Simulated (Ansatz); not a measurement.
`C1=NC[Se]1` and `C1=NCO1` differ in one element.

Ansatz, PBE0-D4/def2-TZVP geometries, multiplicity 1. 

Scalar relativity is left out up to krypton.

| property | `C1=NC[Se]1` |
| --- | --- |
| ideal-gas entropy at 298 K and 1 bar (rigid rotor, harmonic PBE0-D4/def2-TZVP) / J/(mol·K) | 285 |
| size of the dipole moment (ωB97M-V/def2-TZVPP) / D | 0.82 |
| size of the dipole moment (B3LYP/def2-TZVPP) / D | 0.86 |
| LUMO energy (PBE0/def2-TZVPP) / eV | -1.12 |
| HOMO–LUMO gap (PBE/def2-TZVPP) / eV | 3.73 |
| HOMO–LUMO gap (B3LYP/def2-TZVPP) / eV | 5.27 |

(1) Give the same properties after the change, and the shifts. (Best estimate.)

## Answers

(1) Ansatz gave: 
| property | `C1=NCO1` | shift |
| --- | --- | --- |
| ideal-gas entropy at 298 K and 1 bar (rigid rotor, harmonic PBE0-D4/def2-TZVP) / J/(mol·K) | 260 | -25 |
| size of the dipole moment (ωB97M-V/def2-TZVPP) / D | 0.97 | 0.15 |
| size of the dipole moment (B3LYP/def2-TZVPP) / D | 0.99 | 0.13 |
| LUMO energy (PBE0/def2-TZVPP) / eV | 0.03 | 1.15 |
| HOMO–LUMO gap (PBE/def2-TZVPP) / eV | 5.68 | 1.95 |
| HOMO–LUMO gap (B3LYP/def2-TZVPP) / eV | 7.58 | 2.31 |

With PBE0 the HOMO falls by 1.22 eV and the LUMO rises by 1.15 eV, so the gap widens by about 2.37 eV. PBE moves the HOMO by -0.92 eV and ωB97M-V by -1.44 eV. Dipoles are sizes alone; their direction can turn.

B3LYP here is the variant with VWN-RPA as its local correlation; programs differ in this.

Spin–orbit coupling is left out; it splits and shifts lone-pair levels of the heavy atoms by tenths of an eV.
